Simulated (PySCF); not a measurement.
## SbCl: energy against distance

Set-up: Sb cc-pVTZ-PP with ECP28, Cl cc-pV(T+d)Z; scalar-relativistic core potentials (PySCF 2.14). Energies in eV from Sb + Cl in their ground configurations at the same level. State: ³Σ⁻ (triplet), unpaired electrons π ↑↑.

All columns are PBE0. A positive dipole means Sb(−)Cl(+).

| R (Å) | E (eV) | μ (D) | Mulliken charge on Sb (basis-dependent) | HOMO (eV) | LUMO (eV) | Mayer bond order | ⟨S²⟩ |
| --- | --- | --- | --- | --- | --- | --- | --- |
| 2.024 | -2.014 | -0.25 | 0.12 | -5.78 | -2.44 | 1.30 | 2.01 |
| 2.118 | -2.685 | -0.80 | 0.19 | -5.97 | -2.60 | 1.23 | 2.00 |
| 2.212 | -3.040 | -1.35 | 0.24 | -6.15 | -2.75 | 1.16 | 2.00 |
| 2.282 | -3.160 | -1.75 | 0.28 | -6.28 | -2.86 | 1.12 | 2.00 |
| 2.353 | -3.188 | -2.15 | 0.30 | -6.41 | -2.97 | 1.08 | 2.00 |
| 2.424 | -3.149 | -2.54 | 0.33 | -6.53 | -3.07 | 1.05 | 2.01 |
| 2.518 | -3.022 | -3.04 | 0.36 | -6.69 | -3.20 | 1.01 | 2.01 |
| 2.635 | -2.786 | -3.64 | 0.38 | -6.87 | -3.35 | 0.97 | 2.01 |
| 2.776 | -2.443 | -4.31 | 0.40 | -7.06 | -3.52 | 0.92 | 2.01 |
| 2.965 | -1.959 | -5.09 | 0.42 | -7.26 | -4.05 | 0.88 | 2.03 |

A fit through these points gives, at Re = 2.344 Å, μ = -2.10 D and dμ/dR = -5.60 D/Å; the reduced mass is 27.12 u.

**Question.** How strong is the fundamental in the double-harmonic approximation, I = 42.26·(dμ/dR)²/μred km/mol?

**Answer.** I = 42.26·(-5.60)²/27.12 = 48.9 km/mol at PBE0.

These are scalar-relativistic numbers at best; spin–orbit coupling would shift them, the dissociation energy most. The state is the lowest determinant that a PBE0 search found; another state may lie lower at other levels.
